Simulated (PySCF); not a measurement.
# One molecule, several mistakes: BCGeH6Si cation

All numbers below are calculated, not measured. They come from PySCF 2.14.0, an open-source quantum chemistry program, on an isolated molecule that a program drew, which may never have been made. The molecule is BCGeH6Si cation (charge +1, singlet), drawn as the SMILES string `[BH+][CH]=[GeH][SiH3]`.

Each row is a Hartree-Fock (HF) and frozen-core CCSD(T) single point in the cc-pV(D+d)Z basis, meant for a local HF minimum. Run 1 is clean. Each other run has one planted mistake out of seven kinds, and not every kind appears here: one electron removed, one electron added, multiplicity raised by two, geometry at a saddle point, minimal basis STO-3G, one bond length entered in bohr, all coordinates scaled. The reference is restricted for singlets and unrestricted otherwise, and also for a bond in bohr. Adding or removing an electron swaps singlet and doublet. Electrons count all cores. HOMO and LUMO are orbital energies over both spins, the gradient is its largest component, and the lowest frequency (negative if imaginary) is given only where the gradient is small. Bond lengths are over the 9 bonds as drawn. T1 is the CCSD diagnostic: over 0.02 (restricted) or 0.045 (unrestricted) a single reference is doubtful. Germanium has the cc-pVDZ-PP basis, with a core potential (ECP10MDF) in place of its 10 inner electrons, and its 3s, 3p and 3d shells are frozen in CCSD(T).

Geometry of the clean run:
```xyz
10
BCGeH6Si cation, angstrom
B    -0.1342   -0.0688    2.0879
C     0.3065    0.4125    0.8421
Ge    1.3683   -0.7270   -0.1458
Si    2.3045   -0.2204   -2.3397
H    -0.4640   -0.5350    3.1126
H     0.0588    1.3919    0.4481
H     1.6231   -2.0618    0.5463
H     1.8363    1.1359   -2.6536
H     3.7576   -0.3241   -2.1418
H     1.7525   -1.2648   -3.2148
```

```
run  electrons  basis functions  <S^2>  HOMO (eV)  LUMO (eV)  gradient (hartree/bohr)  lowest frequency (cm^-1)  mean bond (Å)  longest bond (Å)      T1  HF (hartree)  CCSD(T) (hartree)                          mistake
  1         62              104  0.000     -14.87      -4.47                  2.3e-05                        49         1.5423             2.439  0.0154    -648.06542         -648.51414                         no fault
  2         61              104  0.756     -21.16     -12.19                  6.0e-02                         -         1.5423             2.439  0.0156    -647.57658         -647.97410             one electron removed
  3         62              104  0.000     -15.73      -4.44                  5.7e-02                         -         1.4436             2.283  0.0141    -648.02085         -648.46111           all coordinates scaled
  4         62              104  0.898     -14.20      -4.67                  1.0e-02                         -         1.6931             2.882  0.0324    -647.96863         -648.40159  one bond length entered in bohr
  5         63              104  0.865      -6.15       1.86                  3.3e-02                         -         1.5423             2.439  0.0251    -648.26015         -648.72466                                ?
  6         62              104  2.025     -11.65      -6.29                  5.9e-02                         -         1.5423             2.439  0.0174    -647.97509         -648.39193                                ?
```

**Which mistake was planted in run 5, and what did it cost?**

It counts 63 electrons, one more than the clean run, at the same geometry and basis. So the mistake is: one electron added. Subtracting run 1 and multiplying by 627.51 kcal/mol a hartree, the energy moved by -122.2 kcal/mol in HF and -132.1 kcal/mol in CCSD(T).

**Which mistake was planted in run 6, and what did it cost?**

Electrons, basis and geometry are unchanged, and <S^2> is 2.025, beside S(S+1) = 2.00 for a multiplicity of 3. So the mistake is: multiplicity raised by two. Subtracting run 1 and multiplying by 627.51 kcal/mol a hartree, the energy moved by 56.7 kcal/mol in HF and 76.7 kcal/mol in CCSD(T).

